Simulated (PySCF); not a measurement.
# Partial charges of `F[Si@H]([SiH2]C[SiH3])P([SiH3])[SiH3]`

Species: CH₁₄FPSi₅.
Structure used (GFN2-xTB), in Å, numbered top down from 1:
```
atom  x, y, z in Å
F1     0.111   -2.279   -1.211
Si2   -0.382   -0.734   -1.214
Si3    1.409    0.638   -1.722
C4     2.290    1.186   -0.130
Si5    3.097   -0.231    0.860
P6    -1.139   -0.370    0.859
Si7   -2.783   -1.855    1.058
Si8   -2.241    1.521    0.516
H9    -1.496   -0.849   -2.163
H10    0.954    1.829   -2.465
H11    2.369   -0.038   -2.607
H12    3.040    1.943   -0.357
H13    1.552    1.668    0.515
H14    3.647    0.315    2.106
H15    4.196   -0.793    0.069
H16    2.107   -1.264    1.154
H17   -3.697   -1.826   -0.089
H18   -3.512   -1.496    2.274
H19   -2.152   -3.165    1.173
H20   -1.243    2.529    0.158
H21   -3.234    1.436   -0.559
H22   -2.906    1.855    1.772
```

Density: PBE0/pcSseg-1 (PySCF); schemes: Mulliken, IAO, Hirshfeld and ESP-fitted. Geometry: GFN2-xTB, one conformer, isolated molecule.

Task: Atoms with like bonding are taken together and averaged. Do the Mulliken, IAO, Hirshfeld and ESP-fitted schemes agree on where the charge is lowest?

Result: All schemes agree: Mulliken C4 (-0.848); IAO C4 (-0.805); Hirshfeld C4 (-0.242); ESP-fitted C4 (-0.438).

Task: At which atom do the 4 schemes differ most?

Result: At C4: from -0.848 (Mulliken) to -0.242 e (Hirshfeld), 0.606 e apart.

Task: For which atoms does the sign change between the 4 schemes (beyond +0.03 e in one, beyond −0.03 e in another)?

Result: For none.

Task: What partial charge does each atom carry?

Result: In e; atoms taken as equivalent share a row and are averaged (×n: the atom named and its like, n in all):

```csv
atom,environment,Mulliken,IAO,Hirshfeld,ESP-fitted
F1,silicon-bound fluorine,-0.427,-0.542,-0.209,-0.278
Si2,fluorine-bound silicon,+0.631,+0.759,+0.289,+0.470
Si3,SiH2 silicon,+0.286,+0.440,+0.245,+0.207
C4,sp3 carbon bound to silicon,-0.848,-0.805,-0.242,-0.438
Si5,SiH3 silicon,+0.495,+0.605,+0.308,+0.261
P6,three-coordinate phosphorus,-0.611,-0.367,-0.112,-0.385
Si7/Si8,SiH3 silicon,+0.344,+0.424,+0.258,+0.306
H9,Si–H hydrogen,-0.049,-0.125,-0.081,-0.094
H10,Si–H hydrogen,-0.039,-0.101,-0.078,-0.084
H11,Si–H hydrogen,-0.015,-0.092,-0.069,-0.045
H12,methylene hydrogen,+0.181,+0.168,+0.047,+0.171
H13,methylene hydrogen,+0.185,+0.162,+0.036,+0.129
H14/H15/H16,Si–H hydrogen,-0.070,-0.115,-0.078,-0.060
H17 (×6),Si–H hydrogen,-0.045,-0.100,-0.069,-0.057
```

Mean size of the charges over all atoms: IAO 0.271 e, Mulliken 0.224 e, ESP-fitted 0.168 e, Hirshfeld 0.131 e. Each set sums to the total charge, 0, to within 0.001 e. The ESP scheme fits charges at the nuclei, held to the total charge, to the electrostatic potential on points at 1.4 to 2.0 times the van der Waals radii. The Mulliken scheme counts on each atom the diagonal of the density matrix times the overlap matrix over that atom's basis functions.

Some averages cover members that differ in this geometry: Si7/Si8, Mulliken +0.316 to +0.373; H17 (×6), ESP-fitted -0.082 to -0.036; H14/H15/H16, ESP-fitted -0.076 to -0.043; H14/H15/H16, Mulliken -0.081 to -0.052 e.

Task: Sum the charges by element, for elements with more than one atom.

Result: 
| element | atoms | Mulliken | IAO | Hirshfeld | ESP-fitted |
| --- | --- | --- | --- | --- | --- |
| Si | 5 | +2.101 | +2.652 | +1.359 | +1.550 |
| H | 14 | -0.215 | -0.938 | -0.795 | -0.450 |

Task: How many electrons does the Hirshfeld scheme count on P6?

Result: Z − q = 15 − (-0.112) = 15.112.
